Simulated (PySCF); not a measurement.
# `C=Cn1ncc([SiH3])n1`: 4 charge schemes on one density

C₄H₇N₃Si.
Cartesian coordinates in Å at the PBE0-D3(BJ)/def2-SVP level; atoms count from 1:
```
atom  x, y, z in Å
C1    -2.631    0.163   -1.157
C2    -1.495    0.790   -1.451
N3    -0.232    0.375   -1.001
N4    -0.041   -0.687   -0.240
C5     1.268   -0.714   -0.056
C6     1.855    0.378   -0.742
Si7    3.637    0.944   -0.874
N8     0.858    1.044   -1.330
H9    -2.636   -0.729   -0.528
H10   -3.574    0.546   -1.548
H11   -1.422    1.686   -2.070
H12    1.736   -1.494    0.542
H13    4.525   -0.256   -0.847
H14    3.827    1.694   -2.147
H15    3.996    1.822    0.280
```

Density: PBE0/pcSseg-1 (PySCF); schemes: Mulliken, IAO, Hirshfeld and ESP-fitted. One conformer (not necessarily the lowest) at the PBE0-D3(BJ)/def2-SVP geometry, without solvent, vibrations or thermal averaging.

Do the Mulliken, IAO, Hirshfeld and ESP-fitted schemes agree on where the charge is lowest?

The schemes don't all agree: Mulliken N3 (-0.251); IAO C1 (-0.320); Hirshfeld N8 (-0.120); ESP-fitted N8 (-0.594).

For which atoms does the sign change between the 4 schemes (beyond +0.03 e in one, beyond −0.03 e in another)?

C2, N3, C5 and C6.

What partial charge does each atom carry?

In e:

| atom | environment | Mulliken | IAO | Hirshfeld | ESP-fitted |
| --- | --- | --- | --- | --- | --- |
| C1 | terminal =CH2 carbon | -0.182 | -0.320 | -0.100 | -0.363 |
| C2 | vinylic carbon bearing nitrogen | +0.126 | -0.050 | 0.000 | -0.352 |
| N3 | pyrrole-type nitrogen | -0.251 | +0.162 | +0.099 | +0.849 |
| N4 | pyridine-type nitrogen | -0.200 | -0.227 | -0.117 | -0.420 |
| C5 | aromatic CH next to a ring nitrogen | +0.080 | -0.078 | -0.021 | -0.148 |
| C6 | substituted aromatic carbon | -0.182 | -0.234 | -0.081 | +0.148 |
| Si7 | SiH3 silicon | +0.542 | +0.602 | +0.314 | +0.320 |
| N8 | pyridine-type nitrogen | -0.204 | -0.221 | -0.120 | -0.594 |
| H9 | vinylic hydrogen | +0.154 | +0.174 | +0.051 | +0.166 |
| H10 | vinylic hydrogen | +0.141 | +0.166 | +0.059 | +0.209 |
| H11 | vinylic hydrogen | +0.114 | +0.179 | +0.064 | +0.217 |
| H12 | aromatic hydrogen | +0.106 | +0.172 | +0.068 | +0.197 |
| H13 | Si–H hydrogen | -0.093 | -0.114 | -0.074 | -0.098 |
| H14 | Si–H hydrogen | -0.074 | -0.099 | -0.067 | -0.052 |
| H15 | Si–H hydrogen | -0.079 | -0.112 | -0.073 | -0.077 |

Mean size of the charges over all atoms: ESP-fitted 0.281 e, IAO 0.194 e, Mulliken 0.168 e, Hirshfeld 0.087 e. Each set sums to the total charge, 0, to within 0.001 e. The IAO scheme projects the occupied orbitals on a minimal set of polarised atomic orbitals and counts the electrons in each atom's part of it. The Hirshfeld scheme weights the molecular density at each point by an atom's share of the summed free-atom densities.

How many electrons does the IAO scheme count on C6?

Z − q = 6 − (-0.234) = 6.234.

Sum the charges by element, for elements with more than one atom.

```tsv
element	atoms	Mulliken	IAO	Hirshfeld	ESP-fitted
C	4	-0.157	-0.682	-0.203	-0.717
N	3	-0.654	-0.286	-0.138	-0.164
H	7	+0.270	+0.366	+0.026	+0.561
```

How closely do the schemes follow one another over all atoms?

Correlation coefficient and root-mean-square difference: IAO with Hirshfeld 0.97, 0.127 e; Mulliken with IAO 0.82, 0.133 e; Mulliken with Hirshfeld 0.81, 0.130 e; Hirshfeld with ESP-fitted 0.69, 0.285 e; IAO with ESP-fitted 0.68, 0.255 e; Mulliken with ESP-fitted 0.25, 0.357 e.

The run behind these numbers computed NMR shieldings as well. The run took 49 s of wall time (grids of density and orbitals included) on one thread, Arm Neoverse N1 (aarch64), shared host, and the process peaked at 0.84 GiB of memory.
